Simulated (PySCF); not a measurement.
SMILES [Si](O)(O)O (H₃O₃Si), doublet, PBE0/def2-SVP optimised geometry.

```
7

O     -0.79     0.71     0.00
Si    -0.35    -0.90     0.00
O     -1.01    -1.57     1.37
O      1.31    -0.90     0.00
H     -1.70     0.90     0.24
H     -1.01    -2.53     1.41
H      1.70    -0.02     0.03
```

Density from unrestricted PBE0/def2-TZVP (PySCF) at that geometry.

Minimum of the electron density along straight lines between bonded atoms, close to the bond critical point (lines longer than 1.1 times the sum of covalent radii, or with two minima, are not listed):

```csv
bond,length / Å,ρ at the minimum / e bohr⁻³,∇²ρ there / e bohr⁻⁵,position (fraction from the first atom)
O1–Si2,1.662,0.135,0.76,0.59
Si2–O3,1.667,0.133,0.74,0.41
Si2–O4,1.658,0.138,0.77,0.41
O1–H5,0.962,0.354,-2.42,0.81
O3–H6,0.962,0.354,-2.42,0.81
O4–H7,0.965,0.351,-2.38,0.81
```
